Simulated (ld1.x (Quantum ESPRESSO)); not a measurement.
# phosphorus, ultrasoft: configuration errors across variants

P, ultrasoft, made with ld1.x (Quantum ESPRESSO) 7.5 (PBE, non-relativistic). Core [Ne], reference 3s1 3p4. Waves: 3s (bound): rcut 1.25, rcutus 1.45 bohr; 3s channel at -0.65 Ry: rcut 1.25, rcutus 1.45 bohr; 3p (bound): rcut 1.35, rcutus 1.60 bohr; 3p channel at 1.3 Ry: rcut 1.35, rcutus 1.60 bohr; 3d channel at 0.1 Ry: rcut 1.55, rcutus 1.75 bohr; 3d channel at 2.2 Ry: rcut 1.55, rcutus 1.75 bohr. Local part: all-electron potential smoothed inside 1.15 bohr (lloc = -2). Core correction: none. Augmentation charge: PSQ, radius 1.15 bohr.

All-electron excitation energies from the reference (eV): (1) 3s2 3p3 -8.447; (2) 3s2 3p2 1.294; (3) 3s2 3p1 20.454; (4) 3s0 3p5 8.575; (5) 3s2 3p2.5 -4.667; (6) 3s2 3p0 50.203; (7) 3s1 3p3 10.320.

Errors AE − PS in meV (a dash: test not solved or not reliable):

```csv
change,(1),(2),(3),(4),(5),(6),(7),bound ghosts
base,+0.8,-0.5,-6.1,+1.1,+0.7,-13,-0.8,none
core correction a·sin(br)/r model core inside 0.82 bohr,-1.1,+1.0,+7.2,-0.9,-0.4,+19,+0.2,none
core correction a·sin(br)/r model core inside 0.94 bohr,-0.2,+1.5,+7.5,0.0,+0.3,+22,+0.3,none
core correction a·sin(br)/r model core inside 1.14 bohr,+0.4,+2.2,+8.6,+1.0,+1.0,+27,+0.5,none
core correction a·sin(br)/r model core inside 1.38 bohr,+1.6,+3.5,+4.9,+2.1,+2.4,+2.5,-0.5,none
core correction a·sin(br)/r model core inside 1.50 bohr,+1.5,+3.1,+3.2,+2.5,+2.3,-1.3,-0.6,none
core correction a·sin(br)/r model core inside 1.70 bohr,+0.6,+0.8,-2.2,+1.4,+0.9,-10,-0.8,none
```

Q: Give the same row for: core correction a·sin(br)/r model core inside 0.58 bohr.

A: -1.4, +0.8, +7.0, -1.3, -0.7, +17, +0.1; bound ghosts: none.
